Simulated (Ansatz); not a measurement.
C2H5ClGeO (`[OH][Ge@@H]1[CH2][C@@H]1Cl`), relaxed with RKS PBE0-D4/def2-TZVP in Ansatz 0.2.0 from a PBE-D4/def2-SVP geometry. The force threshold is 0.005 eV/Å; the program also tests the step.

Total charge 0; spin multiplicity 1.

Start:

```xyz
10

O     2.255   -0.036    0.077
Ge    0.694    0.843    0.136
C    -0.858   -0.109    0.851
C    -0.777   -0.155   -0.697
Cl   -0.325   -1.740   -1.402
H     2.098   -0.848   -0.450
H     0.907    2.362    0.109
H    -0.673   -1.063    1.375
H    -1.715    0.449    1.268
H    -1.607    0.296   -1.267
```

```json
{"step": "1", "energy (eV)": "-73228.8606", "largest force (eV/Å)": "0.753", "largest move (Å)": "0.000"}
{"step": "2", "energy (eV)": "-73228.9079", "largest force (eV/Å)": "0.399", "largest move (Å)": "0.061"}
{"step": "3", "energy (eV)": "-73228.9177", "largest force (eV/Å)": "0.159", "largest move (Å)": "0.027"}
{"step": "4", "energy (eV)": "-73228.9197", "largest force (eV/Å)": "0.091", "largest move (Å)": "0.022"}
{"step": "5", "energy (eV)": "-73228.9206", "largest force (eV/Å)": "0.029", "largest move (Å)": "0.030"}
{"step": "6", "energy (eV)": "-73228.9207", "largest force (eV/Å)": "0.023", "largest move (Å)": "0.020"}
{"step": "7", "energy (eV)": "-73228.9208", "largest force (eV/Å)": "0.016", "largest move (Å)": "0.012"}
{"step": "8", "energy (eV)": "-73228.9209", "largest force (eV/Å)": "0.007", "largest move (Å)": "0.006"}
{"step": "9", "energy (eV)": "-73228.9209", "largest force (eV/Å)": "0.003", "largest move (Å)": "0.001"}
```

End:

```xyz
10

O     2.247    0.007    0.074
Ge    0.683    0.830    0.101
C    -0.833   -0.117    0.834
C    -0.782   -0.148   -0.707
Cl   -0.431   -1.720   -1.429
H     2.155   -0.871   -0.310
H     0.872    2.337    0.075
H    -0.632   -1.063    1.327
H    -1.677    0.414    1.266
H    -1.601    0.331   -1.231
```

Run time 45 s (4 threads of an Arm Neoverse V1 on a shared host); peak host memory 0.66 GiB.
